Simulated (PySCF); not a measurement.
A calculated (r2SCAN, PySCF 2.14, aug-cc-pVTZ-DK, scalar relativity by spin-free X2C-1e) atom or ion has these occupied shells.

| shell | electrons | orbital energy (eV) | rms radius, mean of both spins (bohr) |
| --- | --- | --- | --- |
| 1s α | 1 | -521.67 | 0.231 |
| 1s β | 1 | -519.78 | 0.231 |
| 2s α | 1 | -27.864 | 1.23 |
| 2p α | 3 | -11.604 | 1.45 |
| 2p β | 2 | -7.920 | 1.45 |

Question: Name the element and its charge.

Answer: O (oxygen, neutral), in [He] 2s1 2p5, high-spin 3P determinant (an excited configuration).
